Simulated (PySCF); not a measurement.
## Vibration and rotation of CrSi

PBE0 constants of CrSi, ⁷Π (septet), unpaired electrons σ ↑, π ↑↑↑, δ ↑↑, a second solution, started from another occupation (basis Cr x2c-TZVPPall, Si x2c-TZVPPall; spin-free X2C with a Gaussian nucleus; PySCF 2.14; masses 51.9405 and 27.9769 u):

* ωe: 293.2 cm⁻¹
* ωexe: 1.54 cm⁻¹
* Be: 0.1499 cm⁻¹
* αe: 0.00106 cm⁻¹

(1) What force constant and bond length do these constants imply?

(2) Estimate the centrifugal constant D from the Kratzer relation and find the Dunham coefficient a1.

Answers

(1) Reduced mass μred = 18.183 u; k = 5.8918×10⁻⁷·μred·ωe² (u, cm⁻¹, mdyn/Å) = 0.921 mdyn/Å; Re = √(16.8576/(μred·Be)) (u, cm⁻¹, Å) = 2.487 Å.

(2) D = 4Be³/ωe² = 1.57e-07 cm⁻¹; a1 = −1 − αeωe/(6Be²) = -3.31.
